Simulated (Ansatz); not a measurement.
**Strength of the Ge–Si bond: GeH(CH3)2(SiH3) → GeH(CH3)2 + SiH3**

Species: GeH(CH3)2(SiH3), singlet; GeH(CH3)2, doublet; SiH3 (silyl radical) `[SiH3]`, doublet. 

Shapes, held fixed at every level: PBE0-D4/def2-TZVP. Programs: Ansatz 0.2.0. Electronic energies: no zero-point or thermal term.

```
               level                    kind  ΔE (kJ/mol)  less CCSD(T)/def2-TZVPP
       HF/def2-TZVPP            Hartree–Fock       +225.2                    -91.9
r2SCAN-D4/def2-TZVPP                meta-GGA       +300.2                    -16.9
  PBE0-D4/def2-TZVPP           global hybrid       +312.1                     -5.0
  wB97X-V/def2-TZVPP  range-separated hybrid       +327.8                    +10.7
      MP2/def2-TZVPP     perturbation theory       +320.5                     +3.4
     CCSD/def2-TZVPP   coupled cluster or CI       +310.0                     -7.1
  CCSD(T)/def2-TZVPP   coupled cluster or CI       +317.1                      0.0
```

The highest level, CCSD(T)/def2-TZVPP, gives ΔE = +317.1 kJ/mol; the levels span +225.2 to +327.8. The column of differences is taken from that level and isn't an error. Hartree–Fock misses the correlation of the pair that is broken and comes out low. No measured value is set beside it here. Open shells run unrestricted unless RO is named. Relativity is left out for Ge unless named. Correlated rows may include outer-core shells of Ge, which these sets cover unevenly.
